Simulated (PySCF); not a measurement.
An unknown is described by computed data only.

Formula: CH10ClPSi3.

* Polarisability: 131.9 au [CAM-B3LYP/def2-SVPD]
* UV, strongest line: among the 8 lowest singlet transitions: S6 at 7.17 eV (173 nm, f = 0.098) [TDDFT CAM-B3LYP/def2-SVPD]
* Rotational structure: rotational constants A, B, C: 1.446, 0.743, 0.537 GHz [GFN2-xTB]
* 13C NMR: chemical shifts (computed TMS as zero) by class: -14.4 (1 C) ppm [GIAO PBE0/pcSseg-1]
* Dipole: 1.10 D [CAM-B3LYP/def2-SVPD]
* NMR, other nuclei: isotropic shieldings of nuclei other than C and H, by class: 356 (1 Si), 391 (1 Si), 422 (1 Si), 620 (1 P), 1011 (1 Cl) ppm [GIAO PBE0/pcSseg-1]
* 1H NMR: chemical shifts (computed TMS as zero) by class: 5.74 (2 H), 4.61 (2 H), 3.99 (3 H), 0.36 (1 H), 0.21 (2 H) ppm [GIAO PBE0/pcSseg-1]

Gas-phase values; electronic properties from PySCF, density fitting. Levels stand in brackets. The structure is a single GFN2-xTB conformer in the gas phase; no vibrational or solvent corrections. GFN2-xTB frequencies show an imaginary mode (29i cm⁻¹), so this geometry is no minimum at that level. NMR classes are plain means over equivalent atoms (diastereotopic ones count apart unless rotation or inversion swaps them), as if these changed places fast.

Question: Give a SMILES that accounts for the data.

Answer: Numbering: `[SiH3:1][CH2:2][SiH2:3][PH:4][SiH2:5][Cl:6]`. The one carbon: sp3 carbon bound to silicon [C2] (-14.4 ppm). Hydrogen classes from least to most shielded: 2 H on a chlorine-bound silicon, Si5 (5.74 ppm), 2 H on an SiH2 silicon, Si3 (4.61 ppm), 3 H on an SiH3 silicon, Si1 (3.99 ppm), 1 H on a three-coordinate phosphorus, P4 (0.36 ppm), 2 H on an sp3 carbon bound to silicon, C2 (0.21 ppm). The other shieldings belong to: 356 ppm, chlorine-bound silicon [Si5]; 391 ppm, SiH2 silicon [Si3]; 422 ppm, SiH3 silicon [Si1]; 620 ppm, three-coordinate phosphorus [P4]; 1011 ppm, silicon-bound chlorine [Cl6]. The optimised geometry has point group C1 and is an asymmetric top. Structure: `[SiH3]C[SiH2]P[SiH2]Cl`. Computed isomers that give other values at the same levels: `[SiH3][Si@H](P)[SiH2]CCl` (13C chemical shifts (computed TMS as zero) by class: 31.2 (1 C) ppm). The assignments are read from this structure; whether some other isomer fits the data as well wasn't checked.

Conformer computed: `[SiH3:1][CH2:2][SiH2:3][PH:4][SiH2:5][Cl:6]`: Si1–C2–Si3–P4 -144°, C2–Si3–P4–Si5 77°, Si3–P4–Si5–Cl6 -76°.
